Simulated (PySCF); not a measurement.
# Working out the ionisation energy of C+

C+ [He] 2s2 2p1 (2P) → C(2+) [He] 2s2 (1S). Computed with PySCF 2.14 in dyall-av3z, with the non-relativistic Hamiltonian (point nucleus). Frozen: 1s2; the 14 highest virtual orbitals dropped. Energies in hartree (1 hartree = 27.21139 eV):

```tsv
part	C+ (lower)	C(2+) (upper)
UHF	-37.296689	-36.408412
MP2 opposite-spin	-0.049357	-0.045188
MP2 same-spin	-0.003653	0.000000
```

Problem. What does Hartree-Fock give?

Solution. (-36.408412) − (-37.296689) = 0.888277 hartree = 24.171 eV.

Problem. What do MP2 and SCS-MP2 (6/5 opposite-spin, 1/3 same-spin) give?

Solution. The opposite-spin parts differ by 0.113 eV and the same-spin parts by 0.099 eV. MP2: 24.171 + (0.113) + (0.099) = 24.383 eV. SCS-MP2: 24.171 + 1.2 × (0.113) + (0.099)/3 = 24.340 eV.

Measured between the centres of the two terms (NIST): 24.378 eV, so MP2 (valence) is off by 0.005 eV.

What remains against the reference includes basis incompleteness, the frozen core and correlation beyond second order.
